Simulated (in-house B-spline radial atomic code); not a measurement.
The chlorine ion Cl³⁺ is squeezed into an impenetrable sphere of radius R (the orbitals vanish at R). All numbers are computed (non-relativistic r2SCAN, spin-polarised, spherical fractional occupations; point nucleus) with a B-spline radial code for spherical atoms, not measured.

Energies in eV above the free ion in [Ne] 3s2 3p2:

| R (bohr) | highest level (eV) | [Ne] 3s2 3p2 | [Ne] 3s1 3p2 3d1 | [Ne] 3s1 3p3 |
| --- | --- | --- | --- | --- |
| 9.52 | -46.8 | -3.687e-05 | 27.94 | 7.221 |
| 6.95 | -46.8 | -8.389e-05 | 27.94 | 7.221 |
| 4.94 | -46.7 | 0.01609 | 28.03 | 7.238 |
| 4.52 | -46.7 | 0.05922 | 28.15 | 7.283 |
| 3.4 | -45.6 | 1.602 | 30.63 | 8.9 |
| 3.24 | -45 | 2.508 | 31.84 | 9.844 |
| 2.59 | -39.2 | 14.65 | 45.8 | 22.33 |
| 2.21 | -29.4 | 39.9 | 72.03 | 47.94 |
| 1.64 | 15.9 | 182.9 | 208.6 | 190.5 |
| 1.32 | 92.4 | 459.9 | 459.4 | 461.7 |

Does [Ne] 3s1 3p2 3d1 fall below [Ne] 3s2 3p2 under compression?

Yes, between R = 1.64 and 1.32 bohr the order changes (near 1.33 bohr by linear interpolation).

Does [Ne] 3s1 3p3 fall below [Ne] 3s2 3p2 under compression?

No, it stays above over the whole range.

The highest level is first positive in the row R = 1.64 bohr, pushed up by confinement above the zero of the free ion's potential. Each configuration is held fixed and needn't be the lowest in the sphere.
